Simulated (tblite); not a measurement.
C8H8S.
SMILES with atom numbers: `[CH3:1][C:2](=[S:3])[c:4]1[cH:5][cH:6][cH:7][cH:8][cH:9]1` (hydrogens: H10, H11, H12 on C1; H13 on C5; H14 on C6; H15 on C7; H16 on C8; H17 on C9)

Computed with GFN2-xTB (tblite), gas phase: Langevin dynamics at 600 K from the optimised GFN2-xTB geometry, time step 0.5 fs, friction 0.01 fs⁻¹, 2000 steps. The instantaneous temperature is 2·E(kin)/(3Nk) with all 3N coordinates.

| t (fs) | T (K) | E(pot) above start (eV) | C1–C2 (Å) | C2=S3 (Å) | C2–C4 (Å) | C4–C5 (Å) | C5–C6 (Å) | C1–H10 (Å) | C1–C2–C4–C5 (°) |
| --- | --- | --- | --- | --- | --- | --- | --- | --- | --- |
| 0 | 518 | 0.000 | 1.494 | 1.639 | 1.454 | 1.400 | 1.379 | 1.087 | 174 |
| 25 | 393 | 0.952 | 1.520 | 1.659 | 1.428 | 1.387 | 1.424 | 1.121 | 178 |
| 50 | 515 | 0.940 | 1.505 | 1.662 | 1.429 | 1.415 | 1.412 | 1.069 | -168 |
| 75 | 631 | 0.808 | 1.523 | 1.655 | 1.414 | 1.448 | 1.385 | 1.026 | -172 |
| 100 | 537 | 1.144 | 1.478 | 1.626 | 1.379 | 1.488 | 1.346 | 1.136 | -175 |
| 125 | 420 | 1.164 | 1.504 | 1.638 | 1.425 | 1.469 | 1.379 | 1.167 | -177 |
| 150 | 685 | 0.846 | 1.481 | 1.633 | 1.438 | 1.434 | 1.431 | 1.132 | -171 |
| 175 | 402 | 1.202 | 1.500 | 1.628 | 1.440 | 1.414 | 1.408 | 1.025 | -175 |
| 200 | 520 | 0.685 | 1.507 | 1.686 | 1.483 | 1.380 | 1.351 | 1.097 | -173 |
| 225 | 459 | 1.145 | 1.434 | 1.605 | 1.482 | 1.381 | 1.318 | 1.194 | -170 |
| 250 | 392 | 1.496 | 1.463 | 1.652 | 1.541 | 1.457 | 1.348 | 1.193 | -153 |
| 275 | 479 | 0.680 | 1.467 | 1.637 | 1.467 | 1.411 | 1.371 | 1.027 | -157 |
| 300 | 402 | 1.002 | 1.529 | 1.647 | 1.445 | 1.368 | 1.386 | 1.025 | -156 |
| 325 | 606 | 0.755 | 1.485 | 1.606 | 1.516 | 1.372 | 1.400 | 1.113 | -162 |
| 350 | 528 | 0.956 | 1.495 | 1.658 | 1.505 | 1.420 | 1.354 | 1.188 | -153 |
| 375 | 599 | 0.838 | 1.513 | 1.619 | 1.417 | 1.401 | 1.343 | 1.135 | -150 |
| 400 | 524 | 0.888 | 1.486 | 1.634 | 1.452 | 1.378 | 1.352 | 1.017 | -176 |
| 425 | 529 | 0.729 | 1.514 | 1.649 | 1.436 | 1.360 | 1.366 | 1.027 | -168 |
| 450 | 420 | 1.248 | 1.533 | 1.693 | 1.483 | 1.404 | 1.367 | 1.144 | -160 |
| 475 | 602 | 0.971 | 1.464 | 1.629 | 1.406 | 1.428 | 1.377 | 1.120 | 178 |
| 500 | 748 | 1.014 | 1.473 | 1.648 | 1.387 | 1.437 | 1.361 | 1.114 | 171 |
| 525 | 705 | 1.325 | 1.547 | 1.736 | 1.368 | 1.374 | 1.404 | 1.070 | 178 |
| 550 | 791 | 1.365 | 1.552 | 1.641 | 1.551 | 1.397 | 1.403 | 1.084 | 166 |
| 575 | 687 | 1.117 | 1.402 | 1.612 | 1.458 | 1.349 | 1.398 | 1.159 | 155 |
| 600 | 545 | 1.389 | 1.502 | 1.758 | 1.551 | 1.367 | 1.414 | 1.101 | 165 |
| 625 | 720 | 1.085 | 1.460 | 1.579 | 1.501 | 1.395 | 1.426 | 1.049 | 150 |
| 650 | 465 | 1.462 | 1.560 | 1.580 | 1.485 | 1.453 | 1.418 | 1.038 | 149 |
| 675 | 496 | 0.968 | 1.569 | 1.610 | 1.463 | 1.391 | 1.369 | 1.130 | 165 |
| 700 | 580 | 0.752 | 1.557 | 1.630 | 1.462 | 1.413 | 1.361 | 1.146 | 160 |
| 725 | 363 | 0.939 | 1.499 | 1.583 | 1.450 | 1.404 | 1.381 | 1.117 | 140 |
| 750 | 451 | 1.174 | 1.533 | 1.643 | 1.543 | 1.384 | 1.415 | 1.106 | 144 |
| 775 | 614 | 1.140 | 1.478 | 1.686 | 1.476 | 1.409 | 1.345 | 1.090 | 151 |
| 800 | 666 | 1.168 | 1.508 | 1.639 | 1.501 | 1.465 | 1.326 | 1.122 | 134 |
| 825 | 718 | 0.918 | 1.464 | 1.634 | 1.467 | 1.462 | 1.350 | 1.109 | 151 |
| 850 | 621 | 0.884 | 1.463 | 1.687 | 1.476 | 1.399 | 1.371 | 1.097 | 161 |
| 875 | 592 | 1.243 | 1.465 | 1.607 | 1.515 | 1.410 | 1.449 | 1.072 | 134 |
| 900 | 911 | 0.922 | 1.496 | 1.623 | 1.419 | 1.398 | 1.403 | 1.044 | 137 |
| 925 | 616 | 1.569 | 1.598 | 1.639 | 1.473 | 1.433 | 1.369 | 1.114 | 144 |
| 950 | 649 | 1.448 | 1.501 | 1.619 | 1.443 | 1.455 | 1.337 | 1.157 | 130 |
| 975 | 953 | 1.060 | 1.440 | 1.605 | 1.487 | 1.450 | 1.365 | 1.065 | 125 |
| 1000 | 648 | 1.396 | 1.462 | 1.608 | 1.576 | 1.393 | 1.414 | 1.008 | 141 |

Task: From 500 fs on, how do temperature and potential energy compare with equipartition?

Result: The mean temperature of these 21 frames is 645 K against the target 600 K, and the mean potential energy 1.16 eV against 45 × kT/2 = 1.16 eV for 45 classical harmonic modes. For 17 atoms in a canonical ensemble the temperature itself scatters by T·√(2/(3N)) = 119 K; here its standard deviation is 139 K. The whole run lasts only 10 friction times of 100 fs, so these averages carry a wide statistical error.

Task: What are the kinetic and total energies of the listed frame with the highest potential energy?

Result: The one at 925 fs, 1.569 eV above the start. Its kinetic energy is 3NkT/2 = 1.353 eV at 616 K, so the sum is 2.92 eV; over the listed frames the sum runs from 1.14 to 3.15 eV, since the thermostat adds and removes energy.

Task: How much do the listed bonds fluctuate from 500 fs on?

Result: 
| bond | at the start (Å) | mean (Å) | standard deviation (Å) |
| --- | --- | --- | --- |
| C1–C2 | 1.494 | 1.501 | 0.048 |
| C2=S3 | 1.639 | 1.637 | 0.046 |
| C2–C4 | 1.454 | 1.479 | 0.051 |
| C4–C5 | 1.400 | 1.411 | 0.032 |
| C5–C6 | 1.379 | 1.385 | 0.032 |
| C1–H10 | 1.087 | 1.095 | 0.039 |

The motion is classical and holds no zero-point motion.

What follows is the cost of the whole dynamics run. The run took 15 s on an Arm Neoverse V1 with one thread, no GPU, shared host with 32 logical CPUs at a one-minute load of 9.0, and the process peaked at 0.19 GiB of memory.
